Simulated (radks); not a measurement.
Q: Radial electron density D(r) = 4 pi r^2 rho(r) of an atom or ion with 58 electrons. All-electron calculation, Dirac Kohn-Sham, PBE, spin-unpolarised, spherical densities, point nucleus. Program: a radial shooting solver on a logarithmic mesh with Libxc functionals.

```
   r/bohr * D(r) (the largest magnitude, 99.8, reaches the edge; | marks zero)
 0.001571 |  *
 0.002129 |     *
 0.002885 |        *
  0.00391 |             *
 0.005341 |                   *
 0.007239 |                           *
 0.009811 |                                   *
   0.0133 |                                         *
  0.01816 |                                           *
  0.02462 |                                        *
  0.03336 |                                     *
  0.04522 |                                          *
  0.06177 |                                                     *
  0.08372 |                                                      *
   0.1135 |                                            *
   0.1538 |                                          *
   0.2101 |                                                *
   0.2847 |                                   *
   0.3859 |                  *
   0.5229 |                    *
   0.7144 |                 *
   0.9682 |        *
    1.312 |    *
    1.778 |  *
     2.43 |*
    3.293 *
    4.463 *
    6.048 *
    8.262 *
     11.2 *
```

What is the nuclear charge?

A: Z = 59. The innermost maximum, from 1s, lies near gamma/Z bohr with gamma = sqrt(1 - (Z/c)^2) = 0.903, here 0.0153 bohr (found: 0.0169), and its height grows with Z. The density is that of the praseodymium ion Pr+ in [Xe] 4f3 6s1; the configuration itself is not fixed sharply by these data, and Z only to a few units. D(r) has 4 maxima, at r = 0.0169, 0.0743, 0.208, 0.580 bohr, and minima at 0.0326, 0.137, 0.421 bohr, inside which lie 2.01, 11.17, 29.02 electrons.
